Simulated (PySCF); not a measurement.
AsH3.
Atom-mapped SMILES: `[AsH3:1]` (hydrogens: H2, H3, H4 on As1)

A GFN2-xTB structure was refined with PySCF 2.14.0, PBE0-D3(BJ)/def2-SVP geometry optimisation, gas phase. Its GFN2-xTB values:

```tsv
coordinate	GFN2-xTB
As1–H2	1.496 Å
As1–H4	1.496 Å
H2–As1–H3	89.2°
```

Q: How do these coordinates change at the PBE0-D3(BJ)/def2-SVP level?

A: 
| coordinate | PBE0-D3(BJ)/def2-SVP (Å or °) | change |
| --- | --- | --- |
| As1–H4 | 1.525 | +0.029 |
| As1–H2 | 1.525 | +0.029 |
| H2–As1–H3 | 92.0 | +2.8 |

The energy falls by 3.9 kJ/mol over 4 energy and gradient evaluations, the largest force component goes from 0.0117 to 4.1e-05 Eh/bohr, and the atoms move by 0.047 Å rms after alignment. Among the bonds, As1–H2, As1–H3 and As1–H4 change most and about equally (+0.029 Å). Bonds longer at the end by more than 0.005 Å: 3 of 3; shorter: 0. Rotational constants go from 113575, 113557, 113522 to 111775, 111759, 104173 MHz.

The run used 47 basis functions and 20 SCF cycles in all.

Stationary, but not proved a minimum.
